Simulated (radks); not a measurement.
Question: The mean radii <r> (bohr) of the occupied orbitals of an atom or ion are listed with their occupations. Method: Dirac Kohn-Sham, PBE, spin-unpolarised, spherical densities, point nucleus; computed with a radial shooting solver on a logarithmic mesh with Libxc functionals.

orbital  occ.      <r>
1s1/2       2  0.09097
2s1/2       2   0.4439
2p1/2       2   0.4051
2p3/2       4   0.4074
3s1/2       2    1.490
3p1/2       2    1.701
3p3/2       2    1.709

Name the element and its charge. Open shells, if any, fill j = l - 1/2 first.

Answer: Z = 17, chlorine, charge +1: Cl+ in [Ne] 3s2 3p4. The 1s radius gives Z: for a bare nucleus <r> = (2 gamma + 1)/(2Z) with gamma = sqrt(1 - (Z/c)^2), 0.08778 bohr for Z = 17, and screening makes it slightly larger (0.09097 here). The occupations add up to 16, and the charge is Z minus that.
